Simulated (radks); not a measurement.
Results of a calculation; reference values are marked as such.
Effect of the nuclear size on the rhenium ion Re3+, [Xe] 4f14 5d4. Code: a radial shooting solver on a logarithmic mesh with Libxc functionals. Model: Dirac Kohn-Sham, exchange-only LDA, spin-unpolarised, spherical densities, finite nucleus; open shells fill j = l - 1/2 first; Fermi nuclear charge, rms radius 5.3698 fm. The rms radius is varied about that value; shifts are against it.

| rms radius (fm) | total energy shift (eV) | density at nucleus (e/bohr^3) | 1s1/2 shift (meV) | 2s1/2 shift (meV) | 5s1/2 shift (meV) | 5d3/2 shift (meV) | 6s1/2 (empty) shift (meV) |
|---|---|---|---|---|---|---|---|
| 4.5214 | -19.0 | 1.638e+06 | -7700 | -1100 | -11.0 | 0.202 | -1.75 |
| 4.9026 | -10.7 | 1.591e+06 | -4350 | -618 | -6.20 | 0.114 | -0.987 |
| 5.3698 | 0 | 1.54e+06 | 0.000 | 0.000 | 0.000 | 0.000 | 0.000 |
| 5.5363 | 3.98 | 1.523e+06 | 1610 | 229 | 2.30 | -0.042 | 0.366 |
| 6.0195 | 16.0 | 1.479e+06 | 6460 | 919 | 9.22 | -0.170 | 1.47 |

Slopes of the eigenvalues against <r^2> in GHz/fm^2, as finite differences over the two radii next to the reference (eigenvalue slopes, not the field-shift constants of lines): 1s1/2 218000, 2s1/2 31000, 5s1/2 311, 5d3/2 -5.72, 6s1/2 (empty) 49.4.
